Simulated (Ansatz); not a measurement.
Ansatz (a quantum-chemistry and plane-wave program) input (MP2/6-31G*):

Ansatz 0.2 input:
```yaml
crystal:
  periodic: [false, false, false]
  atoms:
    - {symbol: N, position_ang: [1.62579700, -0.28851100, 0.23095700]}
    - {symbol: Si, position_ang: [-0.00791800, 0.00083800, -0.00231300]}
    - {symbol: F, position_ang: [-0.60829900, -0.50866600, -1.37688800]}
    - {symbol: F, position_ang: [-0.84195300, -0.72707800, 1.12503800]}
    - {symbol: F, position_ang: [-0.28170600, 1.55651200, 0.03389400]}
    - {symbol: H, position_ang: [1.97770500, -1.17829500, 0.54164000]}
    - {symbol: H, position_ang: [2.34019600, 0.29923400, -0.16435200]}
basis:
  gaussian:
    orbitals: 6-31G*
magnetization: {spin_polarized: false}
correlation: {method: mp2, electrons: outside_noble_gas}
relax: {f_tol: 0.003, max_steps: 120}
```

From the output:

```
mean field -17499.36428127 eV, -643.0897758415 hartree, gradient 1.6e-6 eV, S^2 0.000000; 0 other end points of the search recorded, 0 dependent functions left out
9 core orbitals not correlated
reference -17499.36428127 eV, -643.0897758415 hartree; 16, 16 occupied and 58, 58 virtual orbitals, 801 factors
densities: 0.16 GiB planned
second order -20.69539575 eV of doubles, -0.00000000 eV of singles
the calculation of the forces begins
relax step   5: F+E_penalty+E_count = -17520.05967702 eV  Δ(F+E_penalty+E_count) = -7.923e-5 eV  max|allowed force component| = 2.319e-2 eV/Å  Δτ_max = 0.0093 Å  (37 SCF iters, accepted)
these checks for a lower state are left out or cut short: starts, cluster_reference, orbital_swaps, neighbouring_geometries, increment
integrals: 0.03 GiB planned
801 factors; integrals over basis functions are off by at most 3.9e-4 eV
mean field: 0.21 GiB planned
mean field -17499.36405208 eV, -643.0897674188 hartree, gradient 2.6e-6 eV, S^2 0.000000; 0 other end points of the search recorded, 0 dependent functions left out
9 core orbitals not correlated
reference -17499.36405208 eV, -643.0897674188 hartree; 16, 16 occupied and 58, 58 virtual orbitals, 801 factors
densities: 0.16 GiB planned
second order -20.69564150 eV of doubles, -0.00000000 eV of singles
the calculation of the forces begins
relax step   6: F+E_penalty+E_count = -17520.05969357 eV  Δ(F+E_penalty+E_count) = -1.656e-5 eV  max|allowed force component| = 1.110e-2 eV/Å  Δτ_max = 0.0016 Å  (34 SCF iters, accepted)
these checks for a lower state are left out or cut short: starts, cluster_reference, orbital_swaps, neighbouring_geometries, increment
integrals: 0.03 GiB planned
801 factors; integrals over basis functions are off by at most 3.9e-4 eV
mean field: 0.21 GiB planned
mean field evaluation 64: about -17499.3642 eV, gradient 5.5e-2 eV
mean field -17499.36416055 eV, -643.0897714050 hartree, gradient 2.5e-6 eV, S^2 0.000000; 0 other end points of the search recorded, 0 dependent functions left out
9 core orbitals not correlated
reference -17499.36416055 eV, -643.0897714050 hartree; 16, 16 occupied and 58, 58 virtual orbitals, 801 factors
densities: 0.16 GiB planned
second order -20.69553715 eV of doubles, -0.00000000 eV of singles
the calculation of the forces begins
relax step   7: F+E_penalty+E_count = -17520.05969770 eV  Δ(F+E_penalty+E_count) = -4.123e-6 eV  max|allowed force component| = 2.336e-3 eV/Å  Δτ_max = 0.0006 Å  (35 SCF iters, accepted)
these checks for a lower state are left out or cut short: cluster_reference
integrals: 0.03 GiB planned
801 factors; integrals over basis functions are off by at most 3.9e-4 eV
mean field: 0.21 GiB planned
mean field -17499.36416055 eV, -643.0897714050 hartree, gradient 2.5e-6 eV, S^2 0.000000; 1 other end points of the search recorded, 0 dependent functions left out
9 core orbitals not correlated
reference -17499.36416055 eV, -643.0897714050 hartree; 16, 16 occupied and 58, 58 virtual orbitals, 801 factors
densities: 0.16 GiB planned
second order -20.69553715 eV of doubles, -0.00000000 eV of singles
the calculation of the forces begins
Total energy: -17520.05969770 eV, -643.8503183674 hartree
Atom 0 at     1.633152    -0.284433     0.243267 Å, force    -0.001042     0.000157    -0.000208 eV/Å
Atom 1 at    -0.010928     0.001237    -0.003024 Å, force     0.000063    -0.000811    -0.001665 eV/Å
Atom 2 at    -0.615842    -0.513833    -1.391576 Å, force     0.000737     0.000935     0.002336 eV/Å
Atom 3 at    -0.849234    -0.735877     1.135694 Å, force    -0.000459    -0.001051     0.000223 eV/Å
Atom 4 at    -0.283017     1.572047     0.032923 Å, force     0.000025     0.000920    -0.000719 eV/Å
Atom 5 at     1.982702    -1.184978     0.540091 Å, force     0.000262    -0.000387     0.000166 eV/Å
Atom 6 at     2.346989     0.299872    -0.169399 Å, force     0.000415     0.000237    -0.000132 eV/Å
Dipole moment:     0.602743    -0.156657    -0.018380 e Å
Checks for a lower state left out: cluster_reference
```

The geometry given is a B3LYP-D3(BJ)/def2-TZVP minimum.
